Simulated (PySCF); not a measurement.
Species: C₂H₁₁NSi₂.
Numbering: `[CH3:1][NH:2][SiH2:3][SiH2:4][CH3:5]` (hydrogens: H6, H7, H8 on C1; H9 on N2; H10, H11 on Si3; H12, H13 on Si4; H14, H15, H16 on C5)

The same species was optimised twice, with GFN2-xTB and with PBE0-D3(BJ)/def2-SVP (PySCF), and the same property calculations (PySCF, gas phase) were run on both structures.

```tsv
coordinate	GFN2-xTB	PBE0-D3(BJ)/def2-SVP	change
Si3–Si4 (Å)	2.302	2.343	+0.041
Si4–H12 (Å)	1.470	1.498	+0.028
Si4–H13 (Å)	1.474	1.501	+0.027
Si3–H11 (Å)	1.472	1.499	+0.027
Si3–H10 (Å)	1.480	1.507	+0.027
N2–Si3 (Å)	1.722	1.740	+0.018
Si4–C5 (Å)	1.902	1.885	-0.017
C1–H6 (Å)	1.087	1.102	+0.015
C5–H16 (Å)	1.086	1.101	+0.015
C5–H15 (Å)	1.087	1.101	+0.014
C5–H14 (Å)	1.086	1.100	+0.014
C1–H8 (Å)	1.096	1.108	+0.012
C1–H7 (Å)	1.092	1.103	+0.011
N2–H9 (Å)	1.009	1.015	+0.006
C1–N2 (Å)	1.442	1.444	+0.002
Si3–Si4–H13 (°)	114.0	108.2	-5.8
Si4–Si3–H11 (°)	116.0	111.1	-4.9
C5–Si4–H12 (°)	107.3	111.1	+3.8
Si3–Si4–C5 (°)	113.2	109.6	-3.6
N2–Si3–H11 (°)	103.6	107.1	+3.5
C5–Si4–H13 (°)	106.6	109.7	+3.1
N2–Si3–H10 (°)	113.2	115.7	+2.5
Si3–N2–H9 (°)	118.5	116.4	-2.1
C1–N2–Si3–Si4 (°)	-179	-166	+13
N2–Si3–Si4–C5 (°)	50	60	+10
```

Rotational constants: A = 5624, B = 1414, C = 1222 MHz (GFN2-xTB) against A = 5355, B = 1415, C = 1235 MHz (PBE0-D3(BJ)/def2-SVP). Point groups within 0.08 Å: C1 and C1.

On the GFN2-xTB structure: lowest singlet, TDDFT (eV) 5.61 [CAM-B3LYP/def2-SVPD]; lowest triplet, Tamm–Dancoff (eV) 5.32 [CAM-B3LYP/def2-SVPD]; isotropic polarisability (au) 89.9 [CAM-B3LYP/def2-SVPD]; HOMO (eV) -8.09 [CAM-B3LYP/def2-SVPD]; LUMO (eV) 0.87 [CAM-B3LYP/def2-SVPD]; dipole (D) 1.22 [CAM-B3LYP/def2-SVPD]; HOMO (eV) -6.65 [PBE0/pcSseg-1]; LUMO (eV) 0.09 [PBE0/pcSseg-1]; dipole (D) 1.30 [PBE0/pcSseg-1]; GIAO shielding of C1 (ppm) 151.0 [PBE0/pcSseg-1]; GIAO shielding of N2 (ppm) 261.9 [PBE0/pcSseg-1]; GIAO shielding of Si3 (ppm) 398.9 [PBE0/pcSseg-1]; GIAO shielding of Si4 (ppm) 433.2 [PBE0/pcSseg-1]; GIAO shielding of C5 (ppm) 196.9 [PBE0/pcSseg-1].

Problem. What do these properties become on the PBE0-D3(BJ)/def2-SVP structure?

Solution. 
```csv
property,level,on GFN2-xTB,on PBE0-D3(BJ)/def2-SVP,change
"lowest singlet, TDDFT (eV)",CAM-B3LYP/def2-SVPD,5.61,5.73,+0.12
"lowest triplet, Tamm–Dancoff (eV)",CAM-B3LYP/def2-SVPD,5.32,5.40,+0.08
isotropic polarisability (au),CAM-B3LYP/def2-SVPD,89.9,92.3,+2.4
HOMO (eV),CAM-B3LYP/def2-SVPD,-8.09,-8.07,+0.02
LUMO (eV),CAM-B3LYP/def2-SVPD,0.87,1.04,+0.17
dipole (D),CAM-B3LYP/def2-SVPD,1.22,1.17,-0.05
"energy, GFN2-xTB geometry as zero (kcal/mol)",CAM-B3LYP/def2-SVPD,0.0,-2.4,-2.4
HOMO (eV),PBE0/pcSseg-1,-6.65,-6.67,-0.02
LUMO (eV),PBE0/pcSseg-1,0.09,0.34,+0.25
dipole (D),PBE0/pcSseg-1,1.30,1.28,-0.02
"energy, GFN2-xTB geometry as zero (kcal/mol)",PBE0/pcSseg-1,0.0,-2.5,-2.5
GIAO shielding of C1 (ppm),PBE0/pcSseg-1,151.0,149.0,-2.0
GIAO shielding of N2 (ppm),PBE0/pcSseg-1,261.9,258.1,-3.8
GIAO shielding of Si3 (ppm),PBE0/pcSseg-1,398.9,394.4,-4.5
GIAO shielding of Si4 (ppm),PBE0/pcSseg-1,433.2,425.7,-7.5
GIAO shielding of C5 (ppm),PBE0/pcSseg-1,196.9,194.8,-2.1
```

The heavy atoms differ by 0.098 Å rms after alignment. Among all bonds Si3–Si4 changes most (+0.041 Å). Changes are differences of the printed values. Neither structure is proved a minimum here.

Conformer computed: `[CH3:1][NH:2][SiH2:3][SiH2:4][CH3:5]`: C1–N2–Si3–Si4 -166°, N2–Si3–Si4–C5 60°.
